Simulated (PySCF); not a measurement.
PySCF 2.14 output of an unrestricted M06-L calculation on a single atom or ion in aug-cc-pwCVTZ-DK3 (11s10p8d5f1g, 125 functions), with scalar relativity by spin-free X2C-1e:

```
SCF conv_tol = 1e-09
number electrons alpha = 41  beta = 40
    Y. Zhao and D. G. Truhlar.,  J. Chem. Phys. 125, 194101 (2006)
    Y. Zhao and D. G. Truhlar.,  J. Chem. Phys. 125, 194101 (2006)
    Y. Zhao and D. G. Truhlar.,  Theor. Chem. Acc. 120, 215 (2008)
cycle= 1 E= -20882.7674052963  delta_E= -0.0136  |g|= 0.117  |ddm|= 2.97
cycle= 2 E= -20882.7677204578  delta_E= -0.000315  |g|= 0.0868  |ddm|= 0.733
cycle= 3 E= -20882.7681757112  delta_E= -0.000455  |g|= 0.0123  |ddm|= 0.0749
cycle= 4 E= -20882.7681977898  delta_E= -2.21e-05  |g|= 0.00116  |ddm|= 0.0308
cycle= 5 E= -20882.7681986352  delta_E= -8.45e-07  |g|= 0.000162  |ddm|= 0.0152
cycle= 6 E= -20882.7681986544  delta_E= -1.92e-08  |g|= 2.57e-05  |ddm|= 0.00238
cycle= 7 E= -20882.7681986548  delta_E= -4.04e-10  |g|= 4.93e-06  |ddm|= 0.000409
converged SCF energy = -20882.7681986548  <S^2> = 0.75106061  2S+1 = 2.0010603
```

The run itself started from symmetry-adapted Hartree-Fock orbitals and held the occupation by maximum overlap, on a logarithmic radial grid, so the iterations belong to that start.

Problem. Which element, charge and spin multiplicity is this?

Solution. Pb⁺ (lead, charge +1), multiplicity 2; the state was [Xe] 4f14 5d10 6s2 7s1, 2S determinant (an excited configuration).

Spin-orbit coupling, which splits the p, d and f shells strongly at this Z, is absent. The outer electron is Rydberg-like, and this basis confines it to a smaller radius and binds it less than a complete one would.
